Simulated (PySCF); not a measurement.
Isomers of C7H12BF, one conformer each; single-point electronic energies without zero-point terms and without any empirical dispersion term.

Level: PBE0/pcSseg-1 in PySCF, non-relativistic, each on one gas-phase PBE0-D3(BJ)/def2-SVP geometry that isn't relaxed in the solvent. The solvent is an IEF-PCM continuum (Bondi radii, 1.10 Å for H, scaled by 1.2). Only the electrostatic response of the medium enters.

```
                      isomer  relative energy, gas (kJ/mol)  dipole (D)
       `F/C=C/[C@@H]1CBCCC1`                            0.0        1.68
    `C=CC[C@@H]1CBC[C@@H]1F`                            0.3        1.74
     `C=CC[C@@H]1CBC[C@H]1F`                            3.7        1.61
      `C/C(=C/F)[C@H]1BCCC1`                            3.7        1.61
     `C/C(=C\F)[C@@H]1BCCC1`                            5.4        1.93
    `B[C@@H]1CCC=C[C@]1(C)F`                           21.2        2.33
   `B[C@@H]1CCC=C[C@@]1(C)F`                           23.0        2.29
`C=C1C[C@@H](B(C)C)[C@@H]1F`                           31.8        1.87
```

Problem. How do the relative energies look in benzene (ε = 2.271)?

Solution. 
```csv
isomer,"relative energy, solvent (kJ/mol)",E(solvent) − E(gas) (kJ/mol),dipole in solvent (D)
`F/C=C/[C@@H]1CBCCC1`,0.8,-5.4,1.83
`C=CC[C@@H]1CBC[C@@H]1F`,0.0,-6.5,2.00
`C=CC[C@@H]1CBC[C@H]1F`,2.4,-7.6,1.81
`C/C(=C/F)[C@H]1BCCC1`,4.7,-5.3,1.83
`C/C(=C\F)[C@@H]1BCCC1`,6.2,-5.5,2.16
`B[C@@H]1CCC=C[C@]1(C)F`,20.6,-6.8,2.66
`B[C@@H]1CCC=C[C@@]1(C)F`,22.3,-6.9,2.61
`C=C1C[C@@H](B(C)C)[C@@H]1F`,31.1,-6.9,2.11
```

`C=CC[C@@H]1CBC[C@@H]1F` becomes the lowest. Conformers: `[F:1]/[CH:2]=[CH:3]/[C@@H:4]1[CH2:5][BH:6][CH2:7][CH2:8][CH2:9]1` with C2–C3–C4–C5 1°, C3–C4–C5–B6 -166°, C4–C5–B6–C7 21°, C5–B6–C7–C8 -20°, B6–C7–C8–C9 38°; `[CH2:1]=[CH:2][CH2:3][C@@H:4]1[CH2:5][BH:6][CH2:7][C@@H:8]1[F:9]` with C1–C2–C3–C4 -112°, C2–C3–C4–C5 -174°, C3–C4–C5–B6 -154°, C4–C5–B6–C7 9°, C5–B6–C7–C8 14°, B6–C7–C8–F9 83°; `[CH2:1]=[CH:2][CH2:3][C@@H:4]1[CH2:5][BH:6][CH2:7][C@H:8]1[F:9]` with C1–C2–C3–C4 -117°, C2–C3–C4–C5 -64°, C3–C4–C5–B6 -155°, C4–C5–B6–C7 11°, C5–B6–C7–C8 13°, B6–C7–C8–F9 -154°; `[CH3:1]/[C:2](=[CH:3]/[F:4])[C@H:5]1[BH:6][CH2:7][CH2:8][CH2:9]1` with C1–C2–C5–B6 -63°, C2–C5–B6–C7 148°, C5–B6–C7–C8 10°, B6–C7–C8–C9 -30°, C7–C8–C9–C5 39°; `[CH3:1]/[C:2](=[CH:3]\[F:4])[C@@H:5]1[BH:6][CH2:7][CH2:8][CH2:9]1` with C1–C2–C5–B6 59°, C2–C5–B6–C7 -146°, C5–B6–C7–C8 -10°, B6–C7–C8–C9 30°, C7–C8–C9–C5 -39°; `[BH2:1][C@@H:2]1[CH2:3][CH2:4][CH:5]=[CH:6][C@:7]1([CH3:8])[F:9]` with H–B1–C2–C3 154° and -31°, B1–C2–C3–C4 169°, C2–C3–C4–C5 48°, C3–C4–C5–C6 -18°, C5–C6–C7–C8 -133°; `[BH2:1][C@@H:2]1[CH2:3][CH2:4][CH:5]=[CH:6][C@@:7]1([CH3:8])[F:9]` with H–B1–C2–C3 -30° and 155°, B1–C2–C3–C4 161°, C2–C3–C4–C5 41°, C3–C4–C5–C6 -13°, C5–C6–C7–C8 110°; `[CH2:1]=[C:2]1[CH2:3][C@@H:4]([B:5]([CH3:6])[CH3:7])[C@@H:8]1[F:9]` with C3–C4–B5–C6 142°, C1–C2–C3–C4 -151°, C2–C3–C4–B5 -146°, C3–C4–C8–F9 137°, C1–C2–C8–C4 151°. `C=CC[C@@H]1CBC[C@H]1F` gains most from the continuum, while `B[C@@H]1CCC=C[C@]1(C)F` has the largest gas-phase dipole. The gains span 2.3 kJ/mol, the gas-phase energies 31.8 kJ/mol.
